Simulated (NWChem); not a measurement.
# CH₃FSe; SMILES C[Se]F

```xyz
6

Se     0.4414     0.0412     0.0000
F     -0.7657     1.3396     0.0000
C     -0.8293    -1.3999     0.0000
H     -0.2374    -2.3286     0.0000
H     -1.4510    -1.3654    -0.9043
H     -1.4510    -1.3654     0.9043
```
Atoms are numbered in this order, from 1.

Structure relaxed at the PBE0/def2-SVP level.

Symmetry labels are those of Cs in the frame above (b1 and b2, or b-type labels, depend on it). States above −ε(HOMO) = 6.4 eV lie in this functional's continuum and hang on the basis.

**Question.** List the 6 lowest vertical singlet excitations from B3LYP/def2-SVPD, TDA (NWChem).

**Answer.** 
```
state  energy (eV)  oscillator strength  symmetry  leading excitation (squared amplitude)
-----  -----------  -------------------  --------  --------------------------------------
S1            3.09                0.000        a"                      HOMO → LUMO (0.99)
S2            5.44                0.000        a"                    HOMO → LUMO+1 (0.97)
S3            5.76                0.061        a"                    HOMO → LUMO+2 (0.98)
S4            6.15                0.013        a'                    HOMO−1 → LUMO (0.95)
S5            6.78                0.046        a'                    HOMO → LUMO+3 (0.99)
S6            6.81                0.000        a"                    HOMO → LUMO+4 (0.99)
```
